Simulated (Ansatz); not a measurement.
Computed with Ansatz on PBE0-D4/def2-TZVP structures; ΔE is electronic, products minus reactants. CCSD(T)/CBS is the MP2 limit (def2-TZVPP, def2-QZVPP) plus CCSD(T) − MP2 in def2-TZVPP, frozen cores. This one scheme is used for every species. DFT in def2-TZVPP. B3LYP here is the variant with VWN-RPA as its local correlation; programs differ in this. One conformer a species, not always the lowest.

Reaction (ligand exchange at a B–F bond): `NCBF` + CH₃NH₂ → `CNBCN` + H–F

`NCBF`:

```xyz
9

N     1.291   -0.211    0.279
C    -0.122    0.011    0.504
B    -1.029   -0.139   -0.750
F    -0.487   -0.223   -1.957
H     1.859    0.166    1.025
H     1.598    0.205   -0.589
H    -0.383    1.012    0.908
H    -0.501   -0.684    1.268
H    -2.227   -0.137   -0.687
```

CH₃NH₂:

Z-matrix (Å, degrees):
```
C
N 1 1.453
H 1 1.092 2 109.4
H 1 1.100 2 115.4 3 -121.6
H 1 1.092 2 109.4 3 116.8
H 2 1.012 1 110.6 3 62.6
H 2 1.012 1 110.6 3 -179.3
```

`CNBCN`:

```xyz
14

C    -1.507    1.733   -0.851
N    -0.348    1.061   -0.314
B    -0.158   -0.310   -0.200
C     1.206   -0.895    0.332
N     1.049   -2.172    1.022
H    -2.252    0.988   -1.129
H    -1.957    2.410   -0.117
H    -1.261    2.317   -1.744
H     0.387    1.686   -0.019
H    -1.055   -1.033   -0.539
H     1.821   -1.073   -0.563
H     1.757   -0.136    0.917
H     0.393   -2.090    1.787
H     1.926   -2.487    1.417
```

H–F:

```xyz
2

F    -0.405    0.017   -0.218
H     0.405   -0.017    0.218
```

Is it downhill or uphill in electronic energy at CCSD(T)/CBS, and by how much? (Best estimate.)

Computed: Nearly level: ΔE = +0.8 kJ/mol.

What do these levels give: PBE-D4, B3LYP-D4, ωB97X-V, B2PLYP, PBE0, HF/def2-TZVPP, MP2/def2-TZVPP, CCSD/def2-TZVPP, CCSD(T)/def2-TZVPP, MP2/def2-QZVPP, MP2/CBS(def2), CCSD/CBS(def2)? (Estimate.)

Ansatz gave: PBE-D4 1.6, B3LYP-D4 8.0, ωB97X-V 11.0, B2PLYP 10.3, PBE0 6.8, HF/def2-TZVPP 29.6, MP2/def2-TZVPP -0.8, CCSD/def2-TZVPP 6.4, CCSD(T)/def2-TZVPP 2.9, MP2/def2-QZVPP -1.9, MP2/CBS(def2) -2.9, CCSD/CBS(def2) 4.3 kJ/mol.

Largest T1 diagnostic among the species: 0.011.

The D4 term adds −6.9 kJ/mol with B3LYP and −4.1 kJ/mol with PBE0; it sums over pairs of atoms, weighted by their polarisabilities, and B3LYP, whose exchange is more repulsive, gets the larger term. In def2-TZVPP, CCSD(T) changes the Hartree–Fock value by −26.7 kJ/mol (the triples alone add −3.5 kJ/mol) and MP2 by −30.4 kJ/mol.
